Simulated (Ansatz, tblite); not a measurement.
Cost and result up the ladder for Hg₅Te₅H₁₈ (28 atoms). Total charge 0; singlet. Geometry: PBE-D4/def2-SVP.

| atom | x (Å) | y (Å) | z (Å) |
| --- | --- | --- | --- |
| Hg1 | -2.191 | -2.065 | 3.616 |
| Hg2 | -5.557 | 0.323 | -2.904 |
| Hg3 | 1.554 | -2.892 | 3.319 |
| Hg4 | 6.019 | 0.482 | -1.720 |
| Hg5 | -0.069 | 2.130 | 0.411 |
| Te6 | -0.088 | -0.533 | 1.079 |
| Te7 | -2.183 | 1.598 | -2.244 |
| Te8 | -3.737 | -0.585 | 0.420 |
| Te9 | 2.549 | 1.654 | -1.779 |
| Te10 | 3.610 | -0.426 | 1.199 |
| H11 | -1.783 | -3.571 | 3.014 |
| H12 | -2.601 | -0.577 | 4.255 |
| H13 | -4.964 | -1.205 | -3.221 |
| H14 | -6.195 | 1.832 | -2.594 |
| H15 | 2.099 | -4.037 | 2.237 |
| H16 | 1.008 | -1.771 | 4.438 |
| H17 | 5.543 | -1.072 | -2.105 |
| H18 | 6.542 | 2.017 | -1.333 |
| H19 | -0.090 | 3.790 | 0.389 |
| H20 | 0.006 | -1.026 | -0.527 |
| H21 | -1.509 | 0.088 | -2.529 |
| H22 | -1.187 | 2.248 | -3.457 |
| H23 | -5.416 | -0.332 | 0.326 |
| H24 | -3.613 | 0.742 | 1.440 |
| H25 | 1.984 | 0.119 | -2.153 |
| H26 | 1.801 | 2.250 | -3.184 |
| H27 | 5.257 | -0.092 | 1.463 |
| H28 | 3.212 | 0.907 | 2.141 |

Ansatz on 2 threads of AMD EPYC 7R13 on a shared host and a share (18 GiB) of an NVIDIA H100 80GB HBM3; xTB runs through tblite on one thread. Times are rough, summed over both states, and most runs start from the orbitals of an earlier one. PBE0-D4/def2-TZVP serves as the yardstick here, not as an exact answer. The other state is a triplet.

In the def2 sets Hg, Te take a core potential; there is no spin–orbit coupling. The xTB rows come from tblite. Single mean-field runs in def2-TZVP are fitted with def2-universal-jkfit. In the singlet geometry the species has come apart into loosely held pieces. In the triplet geometry the species has come apart into loosely held pieces.

xTB has no spin-polarisation term.

```tsv
level	functions	vertical triplet (eV)	difference from PBE0-D4/def2-TZVP (eV)
GFN1-xTB	101	4.30	0.72
GFN2-xTB	83	3.80	0.22
PBE0-D4/def2-TZVP	573	3.58	0.00
PBE-D4/def2-TZVP (with forces)	573	3.14	-0.44
```

(1) Estimate how long each takes.

Answers

(1) GFN1-xTB 0.12 s; GFN2-xTB 0.25 s; PBE-D4/def2-TZVP (with forces) 19 s; PBE0-D4/def2-TZVP 22 s. On shared hardware such times vary by a factor of up to 3.
